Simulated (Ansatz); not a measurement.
`C1=[N][GeH2][CH2]1` → `[CH]1=N[CH2][GeH2]1`  (isomerisation)

Program: Ansatz. Geometries: PBE0-D4/def2-TZVP. ΔE: electronic, gas phase. CCSD(T)/CBS is the MP2 limit (def2-TZVPP, def2-QZVPP) plus CCSD(T) − MP2 in def2-TZVPP, frozen cores. Functionals use def2-TZVPP. For Ge outer-core shells are correlated without core-valence functions, which leaves a few kJ/mol of doubt a bond. Scalar relativity is left out up to krypton.

```tsv
level	ΔE (kcal/mol)
r2SCAN-D4	12.8
B2PLYP	12.9
revPBE	11.6
HF/def2-SVP	13.4
```

Problem. What does CCSD(T)/CBS give? (Estimate.)

Solution. Ansatz gave: +12.7 kcal/mol. The listed levels differ from it by 0.1, 0.2, -1.1, 0.7 kcal/mol.

Largest T1 diagnostic among the species: 0.013.

From PBE to PBE0 (25 % exact exchange), in def2-TZVPP and without D4, ΔE moves by +1.0 kcal/mol. Leaving LDA and LC-ωPBE aside and taking each functional with its dispersion term where it has one, the values, not all of them listed here, spread over 2.6 kcal/mol, from BLYP-D4 to B97M-V.
